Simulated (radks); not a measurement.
The numbers below are computed, except where a source is named.
Species: the phosphorus ion P5.625+. Configuration: 1s(up 1, down 0.375) 2s2 2p6 (fractional occupations, a model configuration).

Level of theory: scalar-relativistic Kohn-Sham, PBE, spin-polarised, spherical densities, finite nucleus; Fermi nuclear charge, rms radius 3.1889 fm (a radial shooting solver on a logarithmic mesh with Libxc functionals).

Energy parts (eV):
part                      energy
total                  -7745.928
kinetic                 7769.813
electron-nucleus      -17791.104
Hartree                 2778.841
exchange-correlation    -503.479

Orbitals (lengths in bohr, moments of r in powers of bohr; <r^-3> diverges for s and p1/2):
| orbital | occ. | eigenvalue (eV) | <r^-3> |
|---|---|---|---|
| 1s up | 1 | -2289.754 | - |
| 1s down | 0.375 | -2257.394 | - |
| 2s up | 1 | -283.0597 | - |
| 2s down | 1 | -281.5158 | - |
| 2p up | 3 | -236.2359 | 75.21 |
| 2p down | 3 | -234.9364 | 73.41 |

The highest occupied level is 2p down at -234.94 eV. The density falls to 0.001 e/bohr^3 at r = 1.57 bohr.
